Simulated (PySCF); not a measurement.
# Bond length, frequency and bond energy of CsCl⁺ by level of theory

State: ²Π (doublet), unpaired electrons π ↑. Set-up: Cs def2-SVP with ECP46, Cl def2-SVP; scalar-relativistic core potentials (PySCF 2.14). De refers to Cs⁺ + Cl in their high-spin ground configurations, without counterpoise correction. The functionals are run spin-unrestricted. A positive dipole points towards Cl; it is taken about the centre of mass and depends on that origin.

```csv
Level,Re (Å),ωe (cm⁻¹),De (eV),μ (D)
UHF,3.784,67.6,0.178,-3.07
UHF-MP2,3.663,78.8,0.231,n/a
UHF-SCS-MP2,3.678,77.6,0.225,n/a
UHF-CCSD,3.663,79.1,0.231,n/a
UHF-CCSD(T),3.655,80.1,0.236,n/a
PBE,3.623,79.5,0.276,-2.62
revPBE,3.740,69.0,0.237,-2.80
r²SCAN,3.653,77.2,0.228,-2.81
PBE0,3.628,77.4,0.241,-2.73
r²SCAN0,3.637,77.8,0.222,-2.82
BHandHLYP,3.642,78.8,0.235,-2.78
CAM-B3LYP,3.604,82.9,0.266,-2.68
```

The bond length runs from 3.604 Å (CAM-B3LYP) to 3.784 Å (UHF). De spans 0.18 eV (UHF, mean field) to 0.28 eV (PBE, GGA). Correlation at CCSD(T) changes the Hartree–Fock bond energy by +0.06 eV; the triples alone change it by +0.01 eV.

Correlated steps freeze 5 core orbitals. The bond is weak. Basis-set superposition, not corrected here, can be much of De in a small basis, most of all at correlated wavefunction levels. These are scalar-relativistic numbers at best; spin–orbit coupling would shift them, the dissociation energy most. For an ion De counts to the pair picked by the measured ionisation energies or electron affinities, which need not be the lowest pair at this level. The state is the lowest determinant that a PBE0 search found; another state may lie lower at other levels.
